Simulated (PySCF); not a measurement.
A calculated (MN15, PySCF 2.14, cc-pVDZ-X2C, scalar relativity by spin-free X2C-1e) atom or ion has these occupied shells.

| shell | electrons | orbital energy (eV) | rms radius, mean of both spins (bohr) |
| --- | --- | --- | --- |
| 1s | 2 | -15934.0 | 0.0450 |
| 2s | 2 | -2151.6 | 0.187 |
| 2p | 6 | -1932.2 | 0.166 |
| 3s | 2 | -341.10 | 0.531 |
| 3p | 6 | -270.90 | 0.540 |
| 3d | 10 | -146.57 | 0.548 |
| 4s | 2 | -58.368 | 1.45 |
| 4p | 6 | -39.517 | 1.66 |

Task: Name the element and its charge.

Result: Sr(2+) (strontium, charge +2), in [Kr], closed-shell 1S.
